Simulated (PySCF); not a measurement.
CaHO, SMILES [OH][Ca], multiplicity 2. The structure is a stationary point at PBE0-D3(BJ)/def2-TZVPD.

Level of theory: PBE0-D3(BJ)/def2-TZVPD (PySCF 2.14.0).

Harmonic wavenumbers (cm⁻¹): 335, 335, 630, 3992. Rotational constants (GHz): 10.11 (linear); symmetry number 1.

### Question
Work out the zero-point energy and the ideal-gas rigid-rotor harmonic-oscillator thermochemistry at 298.15 K and 1 atm.

### Answer
ZPE = ½ Σ hcν = ½ × 5292 cm⁻¹ = 7.56 kcal/mol. H − E(el) = 10.20 kcal/mol. Entropy in cal/(mol K): translation 38.05, rotation 14.75, vibration 2.87, spin 1.38, total 57.04. G − E(el) = -6.80 kcal/mol. Cp = 11.14 cal/(mol K).
